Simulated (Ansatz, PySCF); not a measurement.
Gas-phase reaction in SMILES: C1CCCSCC1 + 7 [H][H] (H2) -> 6 C (CH4) + S (H2S)
Geometries: B3LYP-D3(BJ)/def2-TZVP minima from Ansatz (an electronic-structure program), one conformer each, not searched for the lowest. Frequencies are from Ansatz or PySCF.

Property: energy of full hydrogenation (enthalpy at 298 K, with B3LYP-D3(BJ) rigid-rotor harmonic-oscillator terms), in kJ/mol. Correlated levels leave the core frozen unless marked. Spin-orbit coupling is left out. Non-relativistic. CBS(X,Y): correlation extrapolated as X^-3; Hartree-Fock from the larger set. [CCSD(T)-MP2]/basis is that difference in the basis named.

RI-MP2/CBS(aug-cc-pV(T+d)Z,aug-cc-pV(Q+d)Z)+[CCSD(T)-MP2]/aug-cc-pV(T+d)Z (Ansatz) gives -402.3 kJ/mol.

Task: Another calculation gave -446.4 kJ/mol. Which level was it?
A. wB97X/def2-TZVPD (Ansatz)
B. r2SCAN/def2-TZVPD (Ansatz)
C. SVWN5/def2-TZVPD (Ansatz)
D. B3LYP/def2-TZVPD (Ansatz)

Result: A, wB97X/def2-TZVPD (Ansatz). The others give -475.9 (B3LYP), -416.8 (r2SCAN), -375.7 (SVWN5) kJ/mol.
